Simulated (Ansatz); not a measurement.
The cluster K₂I. Total charge 0; doublet. Geometry relaxed at r2SCAN-D4/def2-TZVP.

| atom | x (Å) | y (Å) | z (Å) |
| --- | --- | --- | --- |
| K1 | 0.5638 | -2.0828 | 0.5040 |
| K2 | 0.3760 | 1.3316 | -1.7305 |
| I3 | -0.9398 | 0.7512 | 1.2265 |

In the def2 sets I takes a core potential; there is no spin–orbit coupling. The relaxation made no stability test and no search for a lower SCF solution. The structure comes from a short search, and lower isomers may exist.

(1) Estimate the harmonic wavenumbers at UKS r2SCAN-D4/def2-TZVP (Ansatz, unscaled). Is this a minimum?

Answers

(1) 65, 111, 138 cm⁻¹. Yes, no mode is imaginary beyond noise. Zero-point energy 1.9 kJ/mol. Hardware: 4 threads of Arm Neoverse V1 on a shared host. Wall time 37 s.
